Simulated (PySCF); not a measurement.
Working out the ionisation energy of S²⁺

S²⁺ [Ne] 3s2 3p2 (3P) → S³⁺ [Ne] 3s2 3p1 (2P). Computed with PySCF 2.14 in dyall-av3z (19s12p3d2f, 84 functions), with scalar relativity by spin-free X2C-1e. Frozen: [Ne]; the 26 highest virtual orbitals dropped. Energies in hartree (1 hartree = 27.21139 eV):

```csv
part,S²⁺ (lower),S³⁺ (upper)
UHF,-397.424033,-396.168926
MP2 opposite-spin,-0.057582,-0.048022
MP2 same-spin,-0.011377,-0.003207
```

Task: What does Hartree-Fock give?

Result: (-396.168926) − (-397.424033) = 1.255107 hartree = 34.153 eV.

Task: What do MP2 and SCS-MP2 (6/5 opposite-spin, 1/3 same-spin) give?

Result: The opposite-spin parts differ by 0.260 eV and the same-spin parts by 0.222 eV. MP2: 34.153 + (0.260) + (0.222) = 34.635 eV. SCS-MP2: 34.153 + 1.2 × (0.260) + (0.222)/3 = 34.539 eV.

A first-order spin-orbit estimate adds -0.009 eV to MP2 (valence), giving 34.626 eV against 34.86 ± 0.04 eV (semi-empirical (NIST evaluation); NIST Atomic Spectra Database, ionization energies).

What remains against the reference includes basis incompleteness, the frozen core and correlation beyond second order.
